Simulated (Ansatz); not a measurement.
Species: NH, charge 1, multiplicity 2. 
Coordinates optimised at B3LYP-D3(BJ)/def2-TZVP (Ansatz, a first-principles code):
```
N
H 1 1.0826
```
Charge +1, spin multiplicity 2.

Basis-set convergence of Hartree-Fock and CCSD correlation energies (hartree) with Ansatz. Correlated levels leave the core frozen unless marked. Open shells are spin-unrestricted. Spin-orbit coupling is left out. Non-relativistic.

The UHF reference is spin-contaminated (<S^2> 0.50 over the pure value in the largest basis). The T1 diagnostic of CCSD in the largest basis is 0.111, which is high, so the coupled-cluster rows are less sure than usual.

| basis | functions | E(HF) | E(corr, CCSD) |
|---|---|---|---|
| cc-pVDZ | 19 | -54.50540 | -0.10492 |
| cc-pVTZ | 44 | -54.51800 | -0.12835 |
| cc-pVQZ | 85 | -54.52143 | -0.13548 |
| cc-pV5Z | 146 | -54.52222 | -0.13787 |

Extrapolating the two largest sets (X = 4 and 5) as X^-3: E(corr) = (125·(-0.13787) - 64·(-0.13548))/61 = -0.1404 Eh, an estimate of the basis-set limit. The largest set recovers 98.2 % of it, the smallest 74.7 %.
